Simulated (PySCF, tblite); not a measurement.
Species: 1-cyclopentenecarboxylic acid, C₆H₈O₂.
Numbering: `[O:1]=[C:2]([OH:3])[C:4]1=[CH:5][CH2:6][CH2:7][CH2:8]1` (hydrogens: H9 on O3; H10 on C5; H11, H12 on C6; H13, H14 on C7; H15, H16 on C8)

Computed with GFN2-xTB (tblite), gas phase: nudged elastic band of 9 images (0 to 8), spring 0.2 eV/Å², climbing image at the end, force threshold 0.05 eV/Å. No saddle search or frequency run followed, so the top image need not be a first-order saddle, and its height can exceed the method's true barrier by a kcal/mol or more.

Path: rotation about C2–C4 (carboxylic acid carbon, fully substituted alkene carbon), followed by the dihedral O3–C2–C4–C8.

Image 0 (start, dihedral 180°):
```
atom  x, y, z in Å
O1      2.493    1.378    0.696
C2      2.013    0.541   -0.030
O3      2.750   -0.099   -0.959
C4      0.613    0.115   -0.015
C5      0.051   -0.820   -0.783
C6     -1.398   -0.996   -0.469
C7     -1.731    0.223    0.410
C8     -0.378    0.715    0.946
H9      3.663    0.228   -0.927
H10     0.559   -1.407   -1.527
H11    -2.012   -1.048   -1.369
H12    -1.538   -1.935    0.076
H13    -2.187    1.000   -0.204
H14    -2.425   -0.025    1.210
H15    -0.180    0.340    1.953
H16    -0.301    1.800    0.981
```

Image 8 (end, -0.006 eV, dihedral 0°):
```
atom  x, y, z in Å
O1      2.863   -0.592   -0.780
C2      2.074    0.164   -0.266
O3      2.452    1.356    0.232
C4      0.639   -0.080   -0.113
C5      0.011   -1.193   -0.496
C6     -1.446   -1.146   -0.177
C7     -1.690    0.331    0.181
C8     -0.304    0.899    0.529
H9      3.406    1.474    0.104
H10     0.482   -2.043   -0.956
H11    -2.063   -1.485   -1.010
H12    -1.652   -1.806    0.670
H13    -2.091    0.853   -0.688
H14    -2.399    0.445    0.998
H15    -0.132    0.919    1.608
H16    -0.158    1.911    0.154
```

Problem. What do the inner images look like?

Solution. 
Image 1: +0.023 eV, dihedral -158°
```
atom  x, y, z in Å
O1      2.596    1.016    0.938
C2      2.034    0.470    0.021
O3      2.671    0.161   -1.125
C4      0.620    0.084    0.007
C5      0.059   -0.870   -0.736
C6     -1.399   -1.017   -0.440
C7     -1.728    0.248    0.370
C8     -0.381    0.729    0.930
H9      3.597    0.444   -1.069
H10     0.573   -1.498   -1.442
H11    -1.994   -1.103   -1.349
H12    -1.562   -1.924    0.150
H13    -2.131    1.008   -0.300
H14    -2.464    0.064    1.151
H15    -0.213    0.383    1.952
H16    -0.285    1.815    0.931
```

Image 2: +0.083 eV, dihedral -137°
```
atom  x, y, z in Å
O1      2.702    0.603    1.045
C2      2.058    0.389    0.050
O3      2.590    0.466   -1.182
C4      0.628    0.037    0.020
C5      0.059   -0.932   -0.691
C6     -1.408   -1.035   -0.412
C7     -1.720    0.273    0.332
C8     -0.372    0.744    0.900
H9      3.526    0.714   -1.124
H10     0.567   -1.608   -1.355
H11    -1.990   -1.149   -1.327
H12    -1.605   -1.908    0.216
H13    -2.086    1.011   -0.382
H14    -2.475    0.144    1.105
H15    -0.230    0.435    1.938
H16    -0.252    1.826    0.857
```

Image 3: +0.151 eV, dihedral -114°
```
atom  x, y, z in Å
O1      2.802    0.183    1.004
C2      2.080    0.308    0.050
O3      2.512    0.784   -1.128
C4      0.636   -0.015    0.020
C5      0.050   -1.000   -0.648
C6     -1.423   -1.054   -0.381
C7     -1.708    0.295    0.297
C8     -0.353    0.760    0.855
H9      3.458    0.996   -1.079
H10     0.545   -1.720   -1.276
H11    -1.998   -1.194   -1.297
H12    -1.649   -1.891    0.285
H13    -2.050    1.006   -0.455
H14    -2.471    0.220    1.069
H15    -0.229    0.494    1.908
H16    -0.209    1.837    0.764
```

Image 4 (top): +0.182 eV, dihedral -91°
```
atom  x, y, z in Å
O1      2.889   -0.194    0.816
C2      2.096    0.238    0.022
O3      2.443    1.073   -0.969
C4      0.642   -0.060    0.009
C5      0.039   -1.067   -0.605
C6     -1.438   -1.072   -0.347
C7     -1.696    0.313    0.266
C8     -0.332    0.779    0.800
H9      3.397    1.249   -0.944
H10     0.517   -1.824   -1.202
H11    -2.012   -1.239   -1.259
H12    -1.687   -1.873    0.354
H13    -2.028    0.994   -0.518
H14    -2.457    0.286    1.043
H15    -0.215    0.559    1.864
H16    -0.166    1.847    0.658
```

Image 5: +0.155 eV, dihedral -68°
```
atom  x, y, z in Å
O1      2.948   -0.486    0.500
C2      2.102    0.184   -0.032
O3      2.393    1.296   -0.725
C4      0.648   -0.091   -0.009
C5      0.027   -1.124   -0.565
C6     -1.449   -1.089   -0.310
C7     -1.686    0.326    0.239
C8     -0.312    0.802    0.736
H9      3.352    1.441   -0.733
H10     0.491   -1.912   -1.132
H11    -2.028   -1.288   -1.212
H12    -1.710   -1.855    0.425
H13    -2.022    0.973   -0.571
H14    -2.438    0.342    1.026
H15    -0.191    0.631    1.810
H16    -0.130    1.859    0.541
```

Image 6: +0.087 eV, dihedral -45°
```
atom  x, y, z in Å
O1      2.967   -0.662    0.091
C2      2.099    0.150   -0.104
O3      2.370    1.430   -0.417
C4      0.651   -0.109   -0.036
C5      0.016   -1.167   -0.533
C6     -1.456   -1.107   -0.269
C7     -1.680    0.335    0.216
C8     -0.296    0.829    0.667
H9      3.330    1.559   -0.466
H10     0.471   -1.985   -1.065
H11    -2.045   -1.344   -1.155
H12    -1.716   -1.837    0.501
H13    -2.031    0.943   -0.617
H14    -2.418    0.390    1.014
H15    -0.163    0.714    1.747
H16    -0.109    1.871    0.414
```

Image 7: +0.023 eV, dihedral -22°
```
atom  x, y, z in Å
O1      2.944   -0.694   -0.352
C2      2.091    0.143   -0.186
O3      2.382    1.454   -0.083
C4      0.650   -0.111   -0.075
C5      0.008   -1.196   -0.511
C6     -1.457   -1.125   -0.225
C7     -1.678    0.338    0.197
C8     -0.288    0.858    0.595
H9      3.338    1.585   -0.172
H10     0.460   -2.039   -1.004
H11    -2.060   -1.406   -1.088
H12    -1.704   -1.820    0.582
H13    -2.053    0.905   -0.655
H14    -2.399    0.427    1.007
H15    -0.133    0.806    1.676
H16    -0.109    1.885    0.281
```

The largest changes of bonds and angles from start to top: C2–C4 1.464 → 1.484 Å, C4=C5 1.334 → 1.325 Å, C2–O3 1.347 → 1.341 Å, C5–C6 1.493 → 1.499 Å, O3–C2–C4 113.1 → 111.8°, C2–O3–H9 109.4 → 110.4°, O1–C2–O3 121.8 → 122.7°. GFN2-xTB torsional profiles can miss by a kcal/mol or more and can put conformers in the wrong order.

Problem. What do single points at PBE0/pcSseg-1 (PySCF, no dispersion term) give on some images?

Solution. 
```csv
image,GFN2-xTB E (eV),DFT E (eV),HOMO (eV),LUMO (eV),dipole (D)
0,0.000,0.000,-7.44,-1.16,2.35
2,0.083,0.143,-7.32,-0.73,2.09
4,0.182,0.301,-7.16,0.17,1.89
6,0.087,0.164,-7.23,-0.77,2.04
8,-0.006,0.023,-7.37,-1.15,2.12
```

Energies count from image 0 at each level. At the GFN2-xTB top the DFT energy is 6.9 kcal/mol against 4.2; the geometries weren't optimised at the DFT level.

The cost below is that of the whole band run. On one thread, Arm Neoverse V1 (aarch64), no GPU, shared host with 64 logical CPUs at a one-minute load of 16, this took 2.3 s wall and 0.18 GiB of memory at its peak.
